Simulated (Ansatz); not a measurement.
`C=NC[SiH3]`, charge 0, multiplicity 1.

Give a relaxed structure at PBE0-D4/def2-TZVP (Ansatz). (Best estimate.)

Ansatz gave: 
Z-matrix (Å, degrees):
```
C
N 1 1.436
Si 1 1.892 2 109.6
H 1 1.095 2 109.0 3 -116.7
H 1 1.102 2 113.6 3 122.8
C 2 1.259 1 118.6 3 -110.8
H 3 1.484 1 110.5 2 -58.1
H 3 1.487 1 109.5 2 62.6
H 3 1.488 1 108.9 2 -178.2
H 6 1.089 2 119.2 1 178.4
H 6 1.099 2 123.2 1 -1.8
```
This is one stationary point; other conformers may exist.
